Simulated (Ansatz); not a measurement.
Frontier orbitals of C$_{2}$H$_{6}$S$_{2}$W (`[CH3][W]([CH3])(=[S])=[S]`).

```
atom   x (Å)   y (Å)   z (Å)
  C1  -0.650   1.607   0.407
  W2   0.750   0.088   0.076
  C3  -0.169  -1.703  -0.490
  S4   2.033   0.701  -1.495
  S5   1.804  -0.248   1.882
  H6  -1.328   1.293   1.209
  H7  -0.186   2.552   0.697
  H8  -1.217   1.769  -0.517
  H9  -0.854  -2.013   0.309
 H10   0.547  -2.510  -0.661
 H11  -0.730  -1.535  -1.417
```

Total charge 0; spin multiplicity 1. Correlated methods include outer-core shells of W, which these sets cover unevenly. W: def2 effective core potential. The geometry is a stationary point of PBE0-D4/def2-TZVP. Basis def2-TZVPP, the Gaussian-basis code of Ansatz.

| functional | HOMO (eV) | LUMO (eV) | gap (eV) |
| --- | --- | --- | --- |
| LDA (SPW92) | -6.23 | -3.82 | 2.41 |
| PBE | -6.10 | -3.63 | 2.47 |
| r2SCAN | -6.35 | -3.57 | 2.78 |
| PBE0 | -7.17 | -2.89 | 4.28 |
| r2SCANh | -6.74 | -3.28 | 3.46 |
| ωB97M-V | -9.15 | -0.87 | 8.28 |

Against PBE, PBE0 changes HOMO and LUMO by −1.07 and +0.74 eV, ωB97M-V by −3.06 and +2.76 eV. A gap of 2.46 eV thus becomes 8.28 eV for the same molecule, so an orbital gap means little without its functional.
